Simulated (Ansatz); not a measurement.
Mulliken charges of CH₄ClFSeSi (`C[Si](F)(Cl)[SeH]`) from PBE/def2-TZVPP in Ansatz (PBE0-D4/def2-TZVP geometry).

| atom | x (Å) | y (Å) | z (Å) | charge (e) |
| --- | --- | --- | --- | --- |
| C1 | -0.740 | -0.943 | -0.106 | -0.373 |
| Si2 | 0.682 | 0.222 | -0.246 | 0.573 |
| F3 | 1.892 | -0.374 | 0.600 | -0.255 |
| Cl4 | 1.311 | 0.382 | -2.183 | -0.207 |
| Se5 | 0.241 | 2.339 | 0.412 | -0.150 |
| H6 | -0.440 | -1.939 | -0.442 | 0.121 |
| H7 | -1.073 | -1.012 | 0.933 | 0.110 |
| H8 | -1.575 | -0.599 | -0.718 | 0.125 |
| H9 | -0.211 | 1.878 | 1.734 | 0.056 |

Question: By hand: the dipole of these point charges (1 e Å = 4.8032 D).

Answer: Σ q r = (-0.503, -0.171, 0.192) e Å, of length 0.565 e Å = 2.71 D.

Question: How does the dipole of the full density compare? (An estimate is asked.)

Answer: Computed: (-0.397, -0.167, 0.157) e Å, 2.20 D; the point charges give 1.23 times that, at 4° from its direction.

Point charges leave out the atoms' own dipoles, such as those of lone pairs, and Mulliken's split depends on the basis, so the two needn't agree.
